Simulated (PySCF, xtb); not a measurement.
Si(F)(H)2(SH) (FH₃SSi), SMILES F[SiH2]S. The values are those of a single conformer.

Harmonic wavenumbers (cm⁻¹) from GFN2-xTB in xtb at its own minimum, in rising order: 128, 183, 506, 520, 561, 692, 728, 759, 857, 2381, 2401, 2460.

Question: What does PySCF 2.14.0 with B3LYP-D3(BJ)/def2-TZVP give at its own minimum? (An estimate is asked for; the answer gives what the named calculation found.)

Answer: 204, 245, 511, 531, 752, 811, 863, 918, 953, 2263, 2279, 2670. Paired by order, the mean absolute difference is 109 cm⁻¹ and the zero-point energies are 17.4 and 18.6 kcal/mol.
